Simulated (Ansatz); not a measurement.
Program: Ansatz. Geometries: PBE0-D4/def2-TZVP. ΔE: electronic, gas phase. CBS: MP2 limit from def2 TZ/QZ plus the TZ coupled-cluster correction, frozen cores. DFT in def2-TZVPP. B3LYP here is the variant with VWN-RPA as its local correlation; programs differ in this. Each species was taken in one conformer, which may not be the lowest.

`O=[CH][Al]([OH])[SiH3]` + `[AlH2][NH][SiH3]` → `O=C[N]([AlH2])[SiH3]` + `[OH][AlH][SiH3]`  (substitution at a C–Al bond)

`O=[CH][Al]([OH])[SiH3]`:

```xyz
10

O     1.950    1.367   -0.787
C     1.899    0.155   -0.814
Al    0.175   -0.629   -0.098
O    -0.103   -2.299   -0.031
Si   -1.527    0.936    0.689
H     2.784   -0.397   -1.220
H     0.498   -2.987   -0.312
H    -2.743    0.229    1.176
H    -0.996    1.767    1.805
H    -1.937    1.857   -0.408
```

`[AlH2][NH][SiH3]`:

```xyz
9

Al   -1.626    0.632   -0.360
N     0.152    0.565   -0.260
Si    1.166   -0.684    0.367
H    -2.448   -0.601    0.189
H    -2.273    1.929   -0.996
H     0.649    1.370   -0.620
H     2.091   -1.228   -0.666
H     0.280   -1.775    0.847
H     2.008   -0.208    1.501
```

`O=C[N]([AlH2])[SiH3]`:

```xyz
11

O     1.923   -0.557    1.196
C     0.940   -1.013    0.657
N     0.002   -0.237    0.025
Al   -1.458   -0.954   -0.775
Si    0.426    1.483    0.111
H     0.740   -2.100    0.643
H    -1.581   -2.526   -0.695
H    -2.472    0.024   -1.476
H     1.702    1.758   -0.587
H     0.461    1.959    1.512
H    -0.683    2.164   -0.610
```

`[OH][AlH][SiH3]`:

Cartesian coordinates in Å:
```
O -1.624 -1.048 1.020
Al -0.998 0.238 0.104
Si 1.391 0.134 -0.413
H -2.544 -1.110 1.273
H -1.980 1.402 -0.356
H 2.074 1.398 -0.012
H 1.600 -0.018 -1.883
H 2.082 -0.996 0.266
```

```json
{"level": "PBE0-D4", "ΔE (kJ/mol)": "-58.4", "difference from CCSD(T)/CBS": "-11.3"}
{"level": "B3LYP-D4", "ΔE (kJ/mol)": "-51.9", "difference from CCSD(T)/CBS": "-4.8"}
{"level": "ωB97M-V", "ΔE (kJ/mol)": "-50.9", "difference from CCSD(T)/CBS": "-3.8"}
{"level": "PBE", "ΔE (kJ/mol)": "-53.5", "difference from CCSD(T)/CBS": "-6.4"}
{"level": "B3LYP", "ΔE (kJ/mol)": "-46.7", "difference from CCSD(T)/CBS": "0.4"}
{"level": "MP2/def2-TZVPP", "ΔE (kJ/mol)": "-54.7", "difference from CCSD(T)/CBS": "-7.6"}
{"level": "CCSD(T)/def2-TZVPP", "ΔE (kJ/mol)": "-49.9", "difference from CCSD(T)/CBS": "-2.8"}
{"level": "HF/def2-QZVPP", "ΔE (kJ/mol)": "-50.7", "difference from CCSD(T)/CBS": "-3.6"}
{"level": "MP2/def2-QZVPP", "ΔE (kJ/mol)": "-53.0", "difference from CCSD(T)/CBS": "-5.9"}
{"level": "MP2/CBS(def2)", "ΔE (kJ/mol)": "-52.0", "difference from CCSD(T)/CBS": "-4.9"}
{"level": "CCSD(T)/CBS", "ΔE (kJ/mol)": "-47.1", "difference from CCSD(T)/CBS": "0"}
```

Largest T1 diagnostic among the species: 0.016.

The D4 term adds −5.2 kJ/mol with B3LYP and −2.5 kJ/mol with PBE0; it sums over pairs of atoms, weighted by their polarisabilities, and B3LYP, whose exchange is more repulsive, gets the larger term.
